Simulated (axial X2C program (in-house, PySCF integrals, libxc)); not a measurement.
**Photoelectron levels of ZnS by EOM-IP-CCSD**

Computed with an axial X2C code built on PySCF integrals: two-component X2C with atomic mean-field Coulomb and Gaunt terms, Gaussian nuclei, basis Zn dyall-cv3z, S dyall-av3z with contracted cores.

R = 2.046 Å (near the PBE0 minimum at charge 0 of the determinant lowest at the starting distance; the state shown can have its own minimum elsewhere).

Vertical ionisation energies of ZnS to the states of ZnS⁺:

| Ω of ZnS⁺ | vertical IE (eV) | above lowest (cm⁻¹) | ionised spinor | one-hole weight |
| --- | --- | --- | --- | --- |
| 3/2 | 8.481 | 0 | 87% S pπ, 10% Zn pπ | 0.93 |
| 1/2 | 8.530 | 397 | 87% S pπ, 10% Zn pπ | 0.93 |
| 1/2 | 10.982 | 20175 | 61% S pσ, 29% Zn sσ, 6% S sσ | 0.94 |

Task: What is the splitting of the first π pair in the table, and is it regular or inverted?

Result: E(3/2) − E(1/2) = 0 − 397 = -397 cm⁻¹ at EOM-IP-CCSD: inverted, Ω = 3/2 lower. Splittings at this level can be off by ten to twenty per cent.

This point took 12 s on 1 thread of Arm Neoverse V2, on a shared host.

Reference electrons by ω block (each with its −ω partner): 1/2: 16, 3/2: 6, 5/2: 1. 18 electrons of ZnS correlated (inner shells frozen), 84 natural virtual spinors (a truncated set); levels can be off by some tenths of an eV. Roots sought by Ω: (1/2: 4, 3/2: 3, 5/2: 1); the list ends where they run out and leaves out roots under 60 % one-particle weight. The solver can skip a root, and states that need a further excitation, which the method places far too high, are missing though they may lie low or lowest. T1 of the reference 0.020 (Lee–Taylor). Number of frozen shells: Zn 3 s, 2 p; S 2 s, 1 p.
